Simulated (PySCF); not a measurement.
Rh³¹⁺: ionisation energy

Rh³¹⁺ [Ne] 3s2 3p2 (3P) → Rh³²⁺ [Ne] 3s2 3p1 (2P), as a difference of total energies. Computed with PySCF 2.14 in an even-tempered Gaussian basis (18 s from 4.4 bohr⁻², ratio 2.5; 12 p from 5.7 bohr⁻², ratio 2.5; 5 d from 24 bohr⁻², ratio 2.7; 4 f from 36 bohr⁻², ratio 2.7), with the spin-free X2C one-electron Hamiltonian (Gaussian nucleus). Correlated levels: outer shells: 1s2 frozen; virtual orbitals above 40 to 60 times the deepest correlated orbital energy dropped. The calculations carry no spin-orbit coupling.

| method | ionisation energy (eV) |
| --- | --- |
| UHF | 1830.9 |
| LDA | 1832.2 |
| PBE | 1832.6 |
| PBE0 | 1832.5 |
| r2SCAN | 1832.9 |
| M06 | 1832.7 |
| TPSSh | 1832.6 |
| MP2 (outer shells) | 1831.5 |
| SCS-MP2 (outer shells) | 1831.3 |

Spin-orbit coupling is strong in these open shells (close to jj coupling). The scalar numbers leave it out and a first-order estimate fails, so it can dominate the gap to the real levels.

Breit and QED terms and the two-electron picture change are absent.

For comparison: 1851 ± 4 eV (semi-empirical (NIST evaluation); NIST Atomic Spectra Database, ionization energies).
